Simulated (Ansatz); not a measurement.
Pb3O2, relaxed as a singlet with RKS PBE-D4/def2-SVP in Ansatz, starting from the GFN1-xTB geometry. Force threshold 0.02 eV/Å.

In the def2 sets Pb takes a core potential; there is no spin–orbit coupling. The restricted singlet is unstable towards broken spin symmetry in Hartree–Fock (as tested in another run); at PBE-D4/def2-SVP this wasn't settled. Another isomer (singlet) lies 0.59 eV lower at PBE0-D4/def2-TZVP; other spin states weren't run for this one.

Start:

| atom | x (Å) | y (Å) | z (Å) |
| --- | --- | --- | --- |
| Pb1 | 1.342 | -0.234 | -1.455 |
| Pb2 | -2.225 | -0.165 | 0.104 |
| Pb3 | 0.134 | 0.524 | 2.168 |
| O4 | 1.482 | 0.263 | 0.562 |
| O5 | -0.733 | -0.389 | -1.378 |

```
        step  energy (eV)  largest force component (eV/Å)  SCF passes
           1  -19836.4287                           0.851          34
2 (rejected)  -19836.4076                           0.618          28
           3  -19836.5113                           0.209          23
           4  -19836.5222                           0.097          21
           5  -19836.5246                           0.031          22
           6  -19836.5247                           0.001          24
```

Force components are those of the run's own axes.

End:

Cartesian coordinates in Å:
```
Pb 1.320 -0.228 -1.432
Pb -2.252 -0.172 0.086
Pb 0.153 0.533 2.191
O 1.588 0.284 0.625
O -0.808 -0.418 -1.471
```

By distances, no bond broke or formed. The bond that changes most is Pb2–Pb3, from 3.21 to 3.27 Å (atoms count from 1).

No frequencies were taken in this run, so the end may be a saddle point.

Hardware: 4 threads of Arm Neoverse V1 on a shared host. Wall time 6 s.
